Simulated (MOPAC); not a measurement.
MOPAC input (PM3):

```
PM3 FORCE THERMO(298,298) PRECISE LET CHARGE=-1 GEO-OK AUX(PRECISION=9) THREADS=1
C3H7Si

C    -2.39427104 1   -0.53147002 1    0.04590711 1
C    -1.18221096 1    0.09151958 1    0.07036183 1
C     0.05139811 1   -0.51267891 1   -0.06953310 1
Si    1.54670706 1    0.40602872 1   -0.02016490 1
H    -2.49480595 1   -1.59863256 1   -0.09146802 1
H    -3.32449507 1    0.00651614 1    0.16265570 1
H    -1.18131993 1    1.18293909 1    0.21565865 1
H     0.11013054 1   -1.58855657 1   -0.21561718 1
H     2.37759971 1    0.28783353 1   -1.27951072 1
H     2.50461779 1   -0.04728049 1    1.05998323 1
H     1.33558393 1    1.88117664 1    0.20142274 1
```

Output:

```
 *******************************************************************************
 **                                                                           **
 **                              MOPAC v23.2.5                                **
 **                                                                           **
 *******************************************************************************
 ** MOPAC's Digital Object Identifier: https://doi.org/10.5281/zenodo.6511958 **
 **                                                                           **
 ** Please cite the open-source release paper for use of this MOPAC version:  **
 ** J. E. Moussa and J. J. P. Stewart (2026)                                  **
 ** MOPAC: An open-source semiempirical molecular orbital program             **
 ** J. Open Source Softw., 11(119), 8025, https://doi.org/10.21105/joss.08025 **
 *******************************************************************************

                              PM3 CALCULATION RESULTS

 *******************************************************************************
 *  PM3        - The PM3 Hamiltonian to be used
 *  GEO-OK     - OVERRIDE INTERATOMIC DISTANCE AND OTHER SAFETY CHECKS
 *
 *
 *
 *                 CHARGE ON SYSTEM = -1
 *
 *
 *
 *  LET        - OVERRIDE SOME SAFETY CHECKS
 *  PRECISE    - TIGHTER CRITERIA TO BE USED
 *  FORCE      - FORCE CALCULATION SPECIFIED
 *  AUX        - OUTPUT AUXILIARY INFORMATION
 *  THERMO     - THERMODYNAMIC QUANTITIES TO BE CALCULATED
 *******************************************************************************
PM3 FORCE THERMO(298,298) PRECISE LET CHARGE=-1 GEO-OK AUX(PRECISION=9) THREADS=1
 C3H7Si

   ATOM   CHEMICAL          X               Y               Z
  NUMBER   SYMBOL      (ANGSTROMS)     (ANGSTROMS)     (ANGSTROMS)

     1       C         -2.39427104  *  -0.53147002  *   0.04590711  *
     2       C         -1.18221096  *   0.09151958  *   0.07036183  *
     3       C          0.05139811  *  -0.51267891  *  -0.06953310  *
     4      Si          1.54670706  *   0.40602872  *  -0.02016490  *
     5       H         -2.49480595  *  -1.59863256  *  -0.09146802  *
     6       H         -3.32449507  *   0.00651614  *   0.16265570  *
     7       H         -1.18131993  *   1.18293909  *   0.21565865  *
     8       H          0.11013054  *  -1.58855657  *  -0.21561718  *
     9       H          2.37759971  *   0.28783353  *  -1.27951072  *
    10       H          2.50461779  *  -0.04728049  *   1.05998323  *
    11       H          1.33558393  *   1.88117664  *   0.20142274  *

          CARTESIAN COORDINATES

    NO.       ATOM           X           Y           Z

     1         C         -2.3943     -0.5315      0.0459
     2         C         -1.1822      0.0915      0.0704
     3         C          0.0514     -0.5127     -0.0695
     4        Si          1.5467      0.4060     -0.0202
     5         H         -2.4948     -1.5986     -0.0915
     6         H         -3.3245      0.0065      0.1627
     7         H         -1.1813      1.1829      0.2157
[...]
 VIBRATION         23   14A'          ATOM PAIR      ENERGY CONTRIBUTION    RADIAL
 FREQUENCY          1966.37         Si 4 -- H 11         +76.9% ( 87.1%)     99.7%
 TRANSITION DIPOLE   0.3703         Si 4 -- H  9         +11.0% ( 32.9%)     88.9%
 TRAVEL (Ang.)       0.2389         Si 4 -- H 10         +11.0% ( 32.9%)     88.5%
 REDUCED MASS        0.6010         C  2 -- Si 4          +0.3% (  5.2%)     46.4%
 EFFECTIVE MASS      1.2271
 FORCE CONSTANT      1.3692

 VIBRATION         24   15A'          ATOM PAIR      ENERGY CONTRIBUTION    RADIAL
 FREQUENCY          2965.89         C  2 -- H  7         +95.7% ( 99.8%)    100.0%
 TRANSITION DIPOLE   0.2830         C  1 -- C  2          +1.4% ( 11.9%)     22.5%
 TRAVEL (Ang.)       0.1568         C  2 -- C  3          +1.4% ( 11.9%)     22.2%
 REDUCED MASS        0.9243         C  2 -- Si 4          +1.3% ( 11.7%)      1.6%
 EFFECTIVE MASS      1.5014
 FORCE CONSTANT      4.7906

 VIBRATION         25   16A'          ATOM PAIR      ENERGY CONTRIBUTION    RADIAL
 FREQUENCY          3125.33         C  3 -- H  8         +98.0% (100.0%)    100.0%
 TRANSITION DIPOLE   0.3034         C  2 -- C  3          +1.0% ( 10.1%)     32.0%
 TRAVEL (Ang.)       0.1524         C  3 -- Si 4          +1.0% ( 10.0%)     18.0%
 REDUCED MASS        0.9289
 EFFECTIVE MASS      1.4434
 FORCE CONSTANT      5.3455

 VIBRATION         26   17A'          ATOM PAIR      ENERGY CONTRIBUTION    RADIAL
 FREQUENCY          3171.38         C  1 -- H  6         +97.5% ( 99.6%)    100.0%
 TRANSITION DIPOLE   0.2856         C  1 -- C  2          +1.2% ( 10.9%)     44.6%
 TRAVEL (Ang.)       0.1521         C  1 -- H  5          +1.1% ( 10.4%)      4.2%
 REDUCED MASS        0.9193         C  2 -- H  7          +0.2% (  4.5%)     96.9%
 EFFECTIVE MASS      1.4498
 FORCE CONSTANT      5.4473

 VIBRATION         27   18A'          ATOM PAIR      ENERGY CONTRIBUTION    RADIAL
 FREQUENCY          3179.77         C  1 -- H  5         +97.6% ( 99.9%)    100.0%
 TRANSITION DIPOLE   0.3613         C  1 -- H  6          +1.2% ( 11.1%)     26.9%
 TRAVEL (Ang.)       0.1512         C  1 -- C  2          +1.1% ( 10.7%)     32.8%
 REDUCED MASS        0.9274
 EFFECTIVE MASS      1.4613
 FORCE CONSTANT      5.5247

      SYMMETRY NUMBER FOR POINT-GROUP Cs  =  1

          SYSTEM IS A GROUND STATE

 C3H7Si

          MOLECULE IS NOT LINEAR

          THERE ARE 27 GENUINE VIBRATIONS IN THIS SYSTEM
          THIS THERMODYNAMICS CALCULATION IS LIMITED TO
          MOLECULES WHICH HAVE NO INTERNAL ROTATIONS

                    CALCULATED THERMODYNAMIC PROPERTIES
                                          *
   TEMP. (K)   PARTITION FUNCTION   H.O.F.    ENTHALPY  HEAT CAPACITY ENTROPY
                                   KCAL/MOL   CAL/MOLE    CAL/K/MOL  CAL/K/MOL

 298.00  VIB.     0.1124D+02                  2085.3909    15.9287    11.8064
         ROT.     0.6275D+05                   888.2803     2.9808    24.9333
         INT.     0.7054D+06                  2973.6712    18.9095    36.7396
         TRA.     0.5805D+27                  1480.4672     4.9680    38.7022
         TOT.                       20.646    4454.1383    23.8775    75.4418

   *: NOTE: HEATS OF FORMATION ARE RELATIVE TO THE
            ELEMENTS IN THEIR STANDARD STATE AT 298K
              (=  Standard Enthalpy of Formation).

            Hvib:  Zero-point energy is not included.
                   frequencies of less than zero cm-1 are not included.
            Hrot = (3/2)RT
            Htra = (3/2)RT + pV = (5/2)RT

            Heat capacity is Cp, not Cv

          For more information, see: HTTP://OpenMOPAC.net/Manual/thermochemistry.html

           FORCE CONSTANT IN CARTESIAN COORDINATES (Millidynes/A)

    ATOM   CHEMICAL       X               Y               Z
   NUMBER   SYMBOL  FORCE CONSTANT  FORCE CONSTANT  FORCE CONSTANT

      1       C       13.521303        9.123847        1.176436
      2       C       14.233702       11.010028        2.150182
      3       C        7.358155       10.802982        1.209971
      4      Si        4.370313        3.711991        3.234301
      5       H        2.080912        4.188132        0.218820
      6       H        2.073260        4.174527        0.188326
      7       H        1.617514        4.005073        0.366100
      8       H        1.477548        4.593093        0.209587
      9       H        0.648086        0.626736        1.429495
     10       H        0.648789        0.626496        1.429032
     11       H        0.506619        2.006568        0.255062

 **********************
 *                    *
 * JOB ENDED NORMALLY *
 *                    *
 **********************

 == MOPAC DONE ==
```

The dipole moment of an ion depends on the origin.
